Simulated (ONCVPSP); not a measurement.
# Which change was made? (N, ONCV)

ONCVPSP 4.0.1 input, shortened (lines: element, Z, core and valence counts, functional; n l f; lmax; l rc ep ncon nbas qcut; lloc lpopt rc5 dvloc0; l nproj debl; icmod fcfact rcfact), PBE, non-relativistic:

```
  N 7.00    1    2        4      upf
    1    0    2.00
    2    0    1.00
    2    1    4.00
    2
    0    1.00    0.00    3    5    7.20
    1    2.15    0.00    5    8    7.00
    2    1.65    0.03    5    9    4.90
    0    5    1.00    0.00
    0    0    4.00
    1    2    3.30
    2    3    1.60
    0    0.00    0.00
```

Cutoffs, loose and tight: the cutoffs (Ha) at which the residual kinetic energy of the hardest occupied pseudo-wave falls to 1 and 0.1 mHa per electron. They do not see the model core or the augmentation charge, which bear on the density cutoff. Test errors are all-electron minus pseudo excitation energies from the reference, over the configurations 2s2 2p3; 2s2 2p2; 2s2 2p1; 2s1 2p0; variants that change the core or the reference have their own tests.

The base gives: outcome: generated; cutoff, loose: 25 Ha; cutoff, tight: 53 Ha; bound ghosts: d; GHOST(+) flags above zero: d; largest test error (meV): +3510.

(1) After one change the result is: outcome: generated; cutoff, loose: 25 Ha; cutoff, tight: 53 Ha; bound ghosts: d; GHOST(+) flags above zero: d; largest test error (meV): +4816. Which change was it?
A. p: qcut 9.5
B. p: qcut 5.4
C. p: qcut 4.6

Answers

(1) B. The others give: p: qcut 9.5 → outcome: generated; cutoff, loose: 25 Ha; cutoff, tight: 53 Ha; bound ghosts: d; GHOST(+) flags above zero: d; largest test error (meV): +2653 | p: qcut 4.6 → outcome: generated; cutoff, loose: 31 Ha; cutoff, tight: 53 Ha; bound ghosts: d; GHOST(+) flags above zero: d; largest test error (meV): +5932.
